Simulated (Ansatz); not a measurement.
BFGaH6NSi, SMILES `[NH2][Ga]([SiH3])[BH]F`. Total charge 0; spin multiplicity 1. All single points use the PBE0-D4/def2-TZVP geometry. It is one conformer, not always the lowest.

```xyz
11

N     1.690   -0.147    1.052
Ga    0.264   -0.234   -0.078
Si   -1.493    1.326    0.478
B     0.347   -1.587   -1.702
F    -0.201   -2.789   -1.595
H     2.513   -0.722    0.988
H     1.731    0.472    1.844
H    -1.759    2.264   -0.650
H    -1.158    2.147    1.676
H    -2.773    0.615    0.763
H     0.838   -1.346   -2.777
```

**Question.** What is the dipole moment at B3LYP/def2-TZVPP? (An estimate is asked.)

**Answer.** Ansatz gave: 1.44 D, with components (1.41, 0.11, 0.31) D in this frame, pointing from negative to positive charge.

**Question.** And with PBE, r2SCAN, ωB97M-V? (Best estimate.)

**Answer.** Ansatz gave: PBE 1.52 D, r2SCAN 1.47 D, ωB97M-V 1.38 D.

**Question.** Give the Mulliken charges with B3LYP, r2SCAN, PBE in def2-TZVPP. (Best estimate.)

**Answer.** The calculation gave: 
```csv
atom,B3LYP,r2SCAN,PBE
N1,-0.37,-0.42,-0.35
Ga2,0.06,0.13,0.07
Si3,0.07,0.06,-0.01
B4,0.36,0.36,0.30
F5,-0.20,-0.22,-0.16
H6,0.13,0.15,0.15
H7,0.14,0.16,0.15
H8,-0.06,-0.06,-0.04
H9,-0.06,-0.07,-0.05
H10,-0.06,-0.06,-0.04
H11,0.00,-0.04,-0.02
```

B3LYP here is the variant with VWN-RPA as its local correlation; programs differ in this.
